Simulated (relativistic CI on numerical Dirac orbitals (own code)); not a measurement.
Lu³⁷⁺: computed level list

Computed by Dirac-Coulomb-Breit CI, separate exchange-only KLI orbitals for each configuration, a model potential for QED, unscaled Slater integrals (own radial code, finite nucleus).

Configurations in the expansion (outside the closed core [Ar] 3d10): 4s2 4p4, 4s 4p5, 4s2 4p3 4d, 4p6, 4s 4p4 4d, 4s2 4p3 4f, 4s 4p4 4f, 4p5 4d, 4s 4p3 4d2, 4s2 4p2 4d 4f, 4p5 4f, 4p4 4d 4f, 4s 4p3 4f2, 4s2 4p3 5s, 4p5 5s, 4s2 4p3 5p, 4s 4p3 4d 5s, 4s2 4p2 4f 5s, 4s 4p4 5s, 4s2 4p3 5d, 4s 4p4 5p, 4s2 4p3 5f, 4s2 4p3 5g, 4s 4p4 5d, 4p4 4f 5s, 4s 4p4 5f, 4s2 4p3 6s, 4s2 4p2 4d2, 4s2 4p 4d3, 4s 4p2 4d3, 4s2 4p 4d2 4f, 4s 4p2 4d2 4f, 4s2 4p 4d2 5s, 4p4 4d2, 4p3 4d3, 4p3 4d2 4f, 4p3 4d2 5s, 4s2 4p2 4d 5s, 4s 4p2 4d2 5s, 4s2 4p 4d 4f 5s, 4s 4p2 4d 4f 5s, 4s2 4p 4d 5s2, 4p4 4d 5s, 4p3 4d 4f 5s, 4p3 4d 5s2, 4s2 4p2 5s2, 4s 4p2 4d 5s2, 4s2 4p 4f 5s2, 4s 4p2 4f 5s2. Double excitations out of closed p, d and f shells are left out; levels of such configurations are missing from the list, as are those of other unlisted configurations, and high levels can miss mixing partners. These lack a partner that the ground configuration has and come out too high: 4s2 4p3 5p, 4s2 4p3 5d, 4s 4p4 5p, 4s2 4p3 5f, 4s2 4p3 5g.

The lowest level is 4s2 4p4 3P_2, with 70 % of that term; Hund's rules for 4s2 4p4 give 3P with J = 2, in agreement.

```
No.  Configuration  Term  J   E (eV)   %  Next component (%)  Landé g      jj configuration (%)
  1        4s2 4p4    3P  2    0.000  70               29 1D    1.348              4p3/2^2 (99)
  2        4s2 4p4    1S  0    8.600  61               38 3P                       4p3/2^2 (98)
  3        4s2 4p4    3P  1   73.004  99      1 4s 4p4 4d 3P    1.497        4p1/2 4p3/2^3 (99)
  4        4s2 4p4    1D  2   77.382  69               29 3P    1.144        4p1/2 4p3/2^3 (98)
  5     4s2 4p3 4d   3F°  2  141.829  29              29 3D°    1.070          4p3/2 4d3/2 (96)
  6     4s2 4p3 4d   5D°  1  143.897  27              26 3D°    1.159          4p3/2 4d3/2 (91)
  7     4s2 4p3 4d   3P°  0  144.770  56              31 5D°                   4p3/2 4d3/2 (97)
  8     4s2 4p3 4d   3F°  3  145.515  28              20 3D°    1.135          4p3/2 4d3/2 (92)
  9        4s2 4p4    3P  0  153.919  60               38 1S                       4p3/2^4 (98)
 10         4s 4p5   3P°  2  155.253  40   23 4s2 4p3 4d 3P°    1.347          4p3/2 4d5/2 (56)
 11     4s2 4p3 4d   3F°  4  159.482  47              30 5D°    1.273          4p3/2 4d5/2 (98)
 12     4s2 4p3 4d   3D°  3  172.365  32              19 3F°    1.167          4p3/2 4d5/2 (86)
 13     4s2 4p3 4d   3P°  1  172.701  29       16 4s 4p5 1P°    1.210          4p3/2 4d5/2 (61)
 14         4s 4p5   3P°  2  173.768  48   21 4s2 4p3 4d 3D°    1.380           4s 4p3/2^3 (48)
 15     4s2 4p3 4d   3D°  1  182.996  34       25 4s 4p5 3P°    1.009           4s 4p3/2^3 (48)
 16     4s2 4p3 4d   5D°  0  210.522  46              26 1S°           4p1/2 4p3/2^2 4d3/2 (92)
 17     4s2 4p3 4d   3D°  1  210.696  46              37 5D°    0.981  4p1/2 4p3/2^2 4d3/2 (94)
 18     4s2 4p3 4d   3F°  2  210.966  44              27 5D°    1.031  4p1/2 4p3/2^2 4d3/2 (96)
 19     4s2 4p3 4d   3F°  3  214.417  37              27 3G°    1.101  4p1/2 4p3/2^2 4d3/2 (93)
 20     4s2 4p3 4d   3G°  4  218.775  51              32 1G°    1.063  4p1/2 4p3/2^2 4d3/2 (97)
 21     4s2 4p3 4d   3F°  2  223.940  61              25 1D°    0.839  4p1/2 4p3/2^2 4d3/2 (93)
 22     4s2 4p3 4d   3D°  3  226.495  58              29 5D°    1.342  4p1/2 4p3/2^2 4d5/2 (95)
 23     4s2 4p3 4d   5D°  4  227.386  50              20 3G°    1.291  4p1/2 4p3/2^2 4d5/2 (97)
 24         4s 4p5   3P°  0  227.591  35   34 4s2 4p3 4d 1S°           4p1/2 4p3/2^2 4d5/2 (62)
 25     4s2 4p3 4d   3D°  1  228.980  34              27 1P°    0.972  4p1/2 4p3/2^2 4d5/2 (76)
 26     4s2 4p3 4d   3F°  4  232.774  68              29 1G°    1.177  4p1/2 4p3/2^2 4d5/2 (97)
 27     4s2 4p3 4d   3P°  2  233.862  42              19 1D°    1.293  4p1/2 4p3/2^2 4d3/2 (83)
 28     4s2 4p3 4d   3S°  1  234.086  41              28 3P°    1.554  4p1/2 4p3/2^2 4d3/2 (82)
 29     4s2 4p3 4d   3D°  3  234.282  51              20 3F°    1.172  4p1/2 4p3/2^2 4d3/2 (86)
 30     4s2 4p3 4d   3G°  5  234.438  99    1 4s 4p3 4d2 3G°    1.196  4p1/2 4p3/2^2 4d5/2 (99)
 31     4s2 4p3 4d   3D°  1  241.878  35              34 1P°    0.995  4p1/2 4p3/2^2 4d3/2 (71)
 32     4s2 4p3 4d   3D°  2  241.998  47              36 3P°    1.269  4p1/2 4p3/2^2 4d5/2 (97)
 33     4s2 4p3 4d   1F°  3  245.245  35              33 3F°    1.127  4p1/2 4p3/2^2 4d5/2 (98)
 34     4s2 4p3 4d   3D°  2  248.816  41              25 3F°    1.068  4p1/2 4p3/2^2 4d5/2 (87)
 35     4s2 4p3 4d   3D°  1  250.659  32              25 1P°    1.092  4p1/2 4p3/2^2 4d5/2 (63)
 36         4s 4p5   3P°  0  250.909  49   20 4s2 4p3 4d 3P°              4s 4p1/2 4p3/2^4 (49)
 37     4s2 4p3 4d   1F°  3  253.102  45              20 3F°    1.060  4p1/2 4p3/2^2 4d5/2 (82)
 38     4s2 4p3 4d   1D°  2  256.906  39              33 3P°    1.215  4p1/2 4p3/2^2 4d5/2 (88)
 39         4s 4p5   1P°  1  261.483  30              27 3P°    1.342     4s 4p1/2 4p3/2^4 (55)
 40    4s2 4p2 4d2    3F  2  287.805  35               24 5G    0.763      4p1/2^2 4d3/2^2 (91)
 41    4s2 4p2 4d2    3P  0  295.381  48               27 5D               4p1/2^2 4d3/2^2 (79)
 42      4s 4p4 4d    5D  2  298.433  34               20 5P    1.456     4s 4p3/2^2 4d3/2 (80)
 43      4s 4p4 4d    5D  3  298.828  34               12 5F    1.307     4s 4p3/2^2 4d3/2 (63)
 44      4s 4p4 4d    5P  1  299.414  31               21 5D    1.789     4s 4p3/2^2 4d3/2 (75)
 45      4s 4p4 4d    5F  4  302.400  25               20 3F    1.266     4s 4p3/2^2 4d3/2 (63)
```

Energies count from the lowest computed level; ° marks odd parity. Filled j subshells are mostly left out of the jj labels.

The mean weight of the leading LS term, summed over parents, in these 45 levels is 46 %, and that of the leading jj configuration (from the same eigenvectors) 83 %, so jj coupling describes them better and the LS labels are nominal.

At this charge energies of transitions that change n are usually good to better than 1 %, and those within a shell (Δn = 0) to a few per cent.

LS names give the leading component of a level, which can be under half, so a name can repeat, a term be missing and a line seem to break the LS rules.
